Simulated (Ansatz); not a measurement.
(H3Sn)2Se (Sn2H6Se). Charge 0, multiplicity 3. Geometry PBE0-D4/def2-SVP, that of the neutral singlet; atoms count from 1.

```xyz
9

Sn   -0.717    1.575   -0.761
H    -1.029    0.729   -2.219
H    -1.749    2.929   -0.603
H     0.933    2.041   -0.703
Se   -1.238    0.080    1.232
Sn    0.654   -1.572    0.820
H     2.160   -0.757    0.924
H     0.480   -2.271   -0.736
H     0.505   -2.755    2.046
```

In the def2 sets Sn takes a core potential; there is no spin–orbit coupling. At PBE0-D4/def2-TZVP a singlet of charge 0 lies 4.11 eV below the triplet at the same geometry.

Problem. Estimate the Mulliken populations from the PBE0/def2-TZVP orbitals of Ansatz.

Solution. 
```csv
atom,charge (e),spin (α − β)
Sn1,0.10,0.37
H2,-0.02,0.04
H3,-0.03,0.01
H4,-0.02,0.03
Se5,-0.04,1.12
Sn6,0.10,0.37
H7,-0.02,0.04
H8,-0.02,0.03
H9,-0.03,0.01
```
Mulliken values depend strongly on the basis.

Problem. Where does the spin sit?

Solution. Summed by element: Sn 0.73, H 0.15, Se 1.12, of 2 unpaired in all. Largest on single atoms: Se5 1.12, Sn6 0.37, Sn1 0.37.

Problem. And the Mayer bond orders between heavy atoms (over 0.3)?

Solution. Sn1–Se5 0.66 (2.55 Å); Se5–Sn6 0.66 (2.55 Å).
